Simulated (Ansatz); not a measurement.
Coupled-cluster diagnostics for the cluster Mo₃N₃ (the lowest doublet isomer of a short search), Ansatz.

Geometry of the doublet (PBE0-D4/def2-SVP):

```csv
atom,x (Å),y (Å),z (Å)
Mo1,-0.414,0.027,1.409
Mo2,-1.249,0.374,-1.162
Mo3,1.351,-0.956,-0.359
N4,-1.458,1.222,0.434
N5,0.398,-0.133,-1.748
N6,1.371,-0.533,1.425
```

In the def2 sets Mo takes a core potential; there is no spin–orbit coupling. Correlated methods freeze 3 core orbitals; core or outer-core shells of Mo are correlated, in sets that lack core-valence functions. In CCSD on the charge 0 quartet the largest single amplitude is 0.31, so its Hartree–Fock determinant may place the open shell otherwise than the density functionals do. The geometry of the quartet was relaxed on an unsound state (⟨S²⟩ 4.80, where a pure state has 3.75). Another isomer (doublet) lies 0.48 eV lower at PBE-D4/def2-TZVP.

Geometry of the charge 0 quartet (PBE0-D4/def2-SVP):

```xyz
6

Mo   -1.101    0.271    0.769
Mo    0.152   -1.659   -0.259
Mo    1.315    1.141    0.311
N    -1.609   -1.216   -0.258
N     1.535   -0.392   -0.598
N    -0.293    1.854    0.035
```

Q: Estimate the CCSD(T) correlation energy, the shares of MP2 and (T), T1 and the reference's ⟨S²⟩ for: charge 0, quartet, own geometry in def2-SVP; and the rough time on 4 threads of Arm Neoverse V1 on a shared host.

A: 
```json
{"state": "charge 0, quartet, own geometry", "basis": "def2-SVP", "correlation (eV)": "-42.764", "MP2 share (%)": "91.9", "(T) share (%)": "7.3", "T1": "0.093", "⟨S²⟩ (pure)": "7.61 (3.75)", "wall time": "7.9 min", "remarks": "flagged by the program, large T1 (0.093), spin-contaminated (⟨S²⟩ 7.61)"}
```
Customary marks for T1 are 0.02 (closed shells), 0.045 (open shells) and about 0.05 (3d metals). T1 exceeds 0.02 in 1 of 1 rows and 0.045 in 1; the higher it lies, the less the single-reference result can be trusted.
